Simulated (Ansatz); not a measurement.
One change: `[SiH3]O[SiH](Cl)O[SiH3]` becomes `CC[SiH](Cl)O[SiH3]`.

Ansatz, PBE0-D4/def2-TZVP geometries, multiplicity 1. Each molecule was computed in one conformer, which needn't be the lowest.

```
                                        property  `[SiH3]O[SiH](Cl)O[SiH3]`
           LUMO energy (ωB97M-V/def2-TZVPP) / eV                       1.50
           HOMO–LUMO gap (B3LYP/def2-TZVPP) / eV                       8.44
              LUMO energy (PBE0/def2-TZVPP) / eV                      -0.15
              HOMO energy (PBE0/def2-TZVPP) / eV                      -9.03
size of the dipole moment (B3LYP/def2-TZVPP) / D                       0.92
               LUMO energy (PBE/def2-TZVPP) / eV                      -1.02
```

(1) Give the same properties after the change, and the shifts. (Estimate.)

Answers

(1) The calculation gave: 
```tsv
property	`CC[SiH](Cl)O[SiH3]`	shift
LUMO energy (ωB97M-V/def2-TZVPP) / eV	1.72	0.22
HOMO–LUMO gap (B3LYP/def2-TZVPP) / eV	8.00	-0.44
LUMO energy (PBE0/def2-TZVPP) / eV	0.07	0.22
HOMO energy (PBE0/def2-TZVPP) / eV	-8.33	0.70
size of the dipole moment (B3LYP/def2-TZVPP) / D	1.45	0.53
LUMO energy (PBE/def2-TZVPP) / eV	-0.79	0.23
```

With PBE0 the HOMO rises by 0.70 eV and the LUMO rises by 0.22 eV, so the gap narrows by about 0.48 eV. PBE moves the HOMO by 0.57 eV and ωB97M-V by 0.77 eV. Dipoles are sizes alone; their direction can turn.

B3LYP here is the variant with VWN-RPA as its local correlation; programs differ in this.
